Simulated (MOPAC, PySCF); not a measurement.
Precursor series Y F-OH. Isolated molecules, 0 K electronic values unless said otherwise. One relaxed conformer stands for each flexible species; it need not be the lowest.

Quantity: redistribution energy (mixed species minus the weighted end members), in eV. Semi-empirical values (MOPAC) are differences of heats of formation.

Level 1: PBE-D3(BJ)/def2-TZVP // TPSS-D3(BJ)/def2-SVP (PySCF)
Level 2: TPSSh-D3(BJ)/def2-TZVP // TPSS-D3(BJ)/def2-SVP (PySCF)
Level 3: PBE/6-31G* (LANL2DZ on Y) // TPSS-D3(BJ)/def2-SVP (PySCF)
Level 4: PM7 // TPSS-D3(BJ)/def2-SVP (MOPAC)

```tsv
species	level 2	level 3	level 4
2 of 3 F replaced by OH: [Y(F)(OH)2]	-0.032	-0.030	-0.133
1 of 3 F replaced by OH: [Y(F)2(OH)]	-0.032	-0.027	-0.139
```

Problem. What does level 1 give for each?

Solution. 
- 2 of 3 F replaced by OH: [Y(F)(OH)2]: -0.030
- 1 of 3 F replaced by OH: [Y(F)2(OH)]: -0.030
